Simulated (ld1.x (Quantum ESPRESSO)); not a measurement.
# What the settings do to the TM potential of Ni (Z = 28)

Base potential:

- Element: nickel (Ni)
- Generator: ld1.x (Quantum ESPRESSO) 7.5
- Type: norm-conserving Troullier–Martins (Kleinman–Bylander form)
- Functional: BLYP
- Relativity: scalar-relativistic
- Frozen core: [Ar]
- Valence charge: 10
- Reference configuration: 3d7 4s0 4p0 (charge +3)
- Partial waves: 4s (bound, empty): rc 1.80 bohr; 4p (bound, empty): rc 2.15 bohr; 3d (bound): rc 1.45 bohr
- Local potential: the d channel
- Core correction: Bessel-smoothed model core inside 1.10 bohr

All-electron outer shells of the reference configuration (BLYP, scalar-relativistic, ld1.x):

```json
{"shell": "3p", "level (eV)": "-110.58", "outermost node (bohr)": "0.27", "outermost maximum (bohr)": "0.64"}
{"shell": "3d", "level (eV)": "-47.05", "outermost node (bohr)": "–", "outermost maximum (bohr)": "0.62"}
{"shell": "4s", "level (eV)": "-33.87", "outermost node (bohr)": "0.90", "outermost maximum (bohr)": "1.90"}
{"shell": "4p", "level (eV)": "-25.90", "outermost node (bohr)": "0.96", "outermost maximum (bohr)": "2.18"}
```

Cutoffs, loose and tight: the cutoffs (Ry, on a coarse ladder) from which the occupation-weighted sum of valence levels, in a spherical-Bessel basis at the reference potential, stays within 10 and 1 mRy of its value at 400 Ry. They do not see the model core or the augmentation charge, which bear on the density cutoff. Test errors are all-electron minus pseudo excitation energies from the reference, over the configurations 3d8 4s2 4p0; 3d8 4s1 4p0; 3d8 4s0 4p0; 3d9 4s1 4p0; 3d8 4s0 4p1; 3d6 4s0 4p0; 3d8 4s1.5 4p0. A dash means not determined; rows that change the core or the reference have their own tests. The largest error is taken over the tests solved by every variant that gives reliable tests at all: 3d6 4s0 4p0; 3d8 4s0 4p0; 3d8 4s1 4p0; 3d8 4s1.5 4p0; 3d8 4s2 4p0.

A true bound ghost makes a file unfit for plane-wave use even where its test errors are small: the radial tests pick states by their node count and pass the ghost by. Where a test does run into it, the solver fails or the error is huge.

```tsv
change	outcome	cutoff, loose	cutoff, tight	bound ghosts	largest test error (meV)
base	generated	140 Ry	230 Ry	s, p	-389
wave 3d (bound): rc 1.45 bohr becomes 3d (bound): rc 1.34 bohr	generated	140 Ry	260 Ry	s, p	-405
wave 3d (bound): rc 1.45 bohr becomes 3d (bound): rc 1.56 bohr	generated	110 Ry	200 Ry	s, p	-359
wave 3d (bound): rc 1.45 bohr becomes 3d (bound): rc 1.76 bohr	generated	100 Ry	160 Ry	s, p	-265
wave 3d (bound): rc 1.45 bohr becomes 3d (bound): rc 1.92 bohr	generated	90 Ry	140 Ry	s, p	-284
wave 3d (bound): rc 1.45 bohr becomes 3d (bound): rc 2.12 bohr	generated	70 Ry	120 Ry	s	-397
```

Question: What comes out with this change to the base: wave 3d (bound): rc 1.45 bohr becomes 3d (bound): rc 0.92 bohr?

Answer: outcome: generated; cutoff, loose: 230 Ry; cutoff, tight: over 300 Ry; bound ghosts: s, p; largest test error (meV): -409.

Question: What comes out with this change to the base: wave 3d (bound): rc 1.45 bohr becomes 3d (bound): rc 1.18 bohr?

Answer: outcome: generated; cutoff, loose: 180 Ry; cutoff, tight: 300 Ry; bound ghosts: s, p; largest test error (meV): -415.

Reading the sweep of the d radius (base included, trends over the rows without a ghost): Bound ghosts are found at 0.92, 1.18, 1.34, 1.45, 1.56, 1.76, 1.92, 2.12 bohr. Every judged row has one, so this setting neither creates nor removes them.
